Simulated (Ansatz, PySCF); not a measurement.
C2H10O2Si2, SMILES CO[Si@@H](O)C[SiH3].

The structure is a stationary point at B3LYP-D3(BJ)/def2-SVP. The structure was generated by enumeration; whether it is a known compound was not checked. The values are those of a single conformer.

Vertical ionisation energy (IE) and electron affinity (EA) in eV. Rows of orbital energies are one-electron estimates. Where ΔSCF, EOM or ADC give a negative EA the extra electron is unbound and the value depends on the basis.

```json
[
 {"level": "−ε(HOMO), −ε(LUMO), M06-2X/def2-TZVP (PySCF)", "IE": "9.61", "EA": "-1.12"},
 {"level": "−ε(HOMO), −ε(LUMO), PBE/def2-TZVP (PySCF)", "IE": "[?]", "EA": "[?]"},
 {"level": "ΔSCF, PBE0/def2-SVPD (Ansatz), final states of multiplicity 2 and 2", "IE": "10.15", "EA": "-1.23"},
 {"level": "ΔSCF, PBE/def2-SVPD (Ansatz), final states of multiplicity 2 and 2", "IE": "9.58", "EA": "-1.02"}
]
```

Complete the blanks. (An estimate is asked for; the answer gives what the named calculation found.)


- −ε(HOMO), −ε(LUMO), PBE/def2-TZVP (PySCF), IE: 6.68
- −ε(HOMO), −ε(LUMO), PBE/def2-TZVP (PySCF), EA: 0.40

What vertical singlet–triplet gap does ΔSCF give with PBE0/def2-SVPD (Ansatz, a first-principles code) and with PBE/def2-SVPD (Ansatz)? (The exact figures need the calculation; the answer reports its results.)

7.27 and 6.48 eV (triplet above singlet where positive).
